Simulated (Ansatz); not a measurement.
Cartesian coordinates (Å):
SMILES: C#Cc1cc2ccc([SiH3])cc2s1
```xyz
20

C      5.3849     0.7103     0.0577
C      4.1728     0.5271     0.0029
C      2.7759     0.3307    -0.0698
C      2.0167    -0.6717     0.5157
C      0.6179    -0.5603     0.2302
C     -0.4565    -1.3863     0.6442
C     -1.7551    -1.0842     0.2403
C     -2.0413     0.0417    -0.5853
Si    -3.8165     0.4313    -1.0907
C     -0.9841     0.8693    -1.0058
C      0.3277     0.5685    -0.6000
S      1.7792     1.4569    -1.0040
H      6.4532     0.8669     0.1094
H      2.4628    -1.4622     1.1331
H     -0.2568    -2.2619     1.2806
H     -2.5783    -1.7386     0.5691
H     -4.4861    -0.7924    -1.6574
H     -4.6294     0.8882     0.0926
H     -3.8094     1.5233    -2.1253
H     -1.1775     1.7433    -1.6469
```
Charge 0, spin multiplicity 1.

All values below come from frozen-core CCSD(T)/cc-pVDZ // PBE-D3(BJ)/def2-SVP run with Ansatz (an electronic-structure program). The restricted HF reference is unstable towards unrestricted orbitals.

- HF energy = -1069.75494 Ha
- MP2 correlation energy = -1.52699 Ha

Question: Estimate the CCSD correlation energy, the (T) correction, the total energy and the T1 diagnostic.

Answer: 
```yaml
CCSD correlation energy: -1.58712 Ha
"(T) correction": -0.07747 Ha
CCSD(T) total energy: -1071.41953 Ha
T1 diagnostic: 0.013
```
